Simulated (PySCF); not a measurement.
First SCF of a structure search on singlet MgCl₃⁻, at a hand-made trigonal pyramidal geometry. PySCF input:

```python
from pyscf import gto, scf, dft
mol = gto.M(atom='''
Mg     0.000000     0.000000     0.000000
Cl     2.101400     0.000000     1.117300
Cl    -1.050700     1.819900     1.117300
Cl    -1.050700    -1.819900     1.117300''',
    basis={'Mg': 'def2-SVPD', 'Cl': 'def2-SVPD'},
    charge=-1, spin=0)
mf = dft.RKS(mol, xc='B3LYP')
mf.grids.atom_grid = (50, 194)
aux = {'Mg': 'def2-universal-JKFIT', 'Cl': 'def2-universal-JKFIT'}
mf = mf.density_fit(auxbasis=aux)
mf.conv_tol = 1e-08
mf.diis_space = 10
mf.max_cycle = 60
mf.init_guess = 'minao'
mf.verbose = 4
mf.kernel()
```

Excerpt of the output (cycles and frontier levels):

```
init E= -1580.29453686182
  HOMO = -0.361773416512517  LUMO = -0.107983563341946  gap/eV = 6.90597
cycle= 1 E= -1580.44083491856  delta_E= -0.146  |g|= 0.52  |ddm|= 1.98
  HOMO = -0.031034120648648  LUMO = 0.0307360689080509  gap/eV = 1.68085
cycle= 2 E= -1580.3533152611  delta_E= 0.0875  |g|= 0.767  |ddm|= 1.89
  HOMO = -0.111590137060048  LUMO = 0.0409549421793871  gap/eV = 4.15096
cycle= 3 E= -1580.54189702305  delta_E= -0.189  |g|= 0.0398  |ddm|= 1.05
  HOMO = -0.115790222337977  LUMO = 0.0326317895163879  gap/eV = 4.03877
cycle= 4 E= -1580.54231746581  delta_E= -0.00042  |g|= 0.0211  |ddm|= 0.0641
  HOMO = -0.115237449085378  LUMO = 0.0343519159147192  gap/eV = 4.07053
cycle= 5 E= -1580.54246415948  delta_E= -0.000147  |g|= 0.00246  |ddm|= 0.0233
  HOMO = -0.115686354987038  LUMO = 0.0345123147318556  gap/eV = 4.08711
cycle= 6 E= -1580.54246625346  delta_E= -2.09e-06  |g|= 0.000812  |ddm|= 0.00366
  HOMO = -0.115728540076245  LUMO = 0.0345387441829317  gap/eV = 4.08898
cycle= 7 E= -1580.54246645366  delta_E= -2e-07  |g|= 7.67e-05  |ddm|= 0.00105
  HOMO = -0.115745920692687  LUMO = 0.0345224827994233  gap/eV = 4.08901
cycle= 8 E= -1580.54246645631  delta_E= -2.65e-09  |g|= 6.15e-06  |ddm|= 0.000142
  HOMO = -0.115743551718327  LUMO = 0.0345236948521677  gap/eV = 4.08898
Extra cycle  E= -1580.54246645633  delta_E= -1.39e-11  |g|= 5.98e-06  |ddm|= 1.87e-05
converged SCF energy = -1580.54246645633
```

No lower solution of this spin was found by a stability analysis within the restricted form, which does not test spin polarisation.

The search for the lowest solution, with the stability check, took 3.8 s on 2 threads of a shared Arm Neoverse V2 host, with 102 basis functions; the process peaked at 0.32 GiB. Launch command: `OMP_NUM_THREADS=2 python axn.py task.json out`.
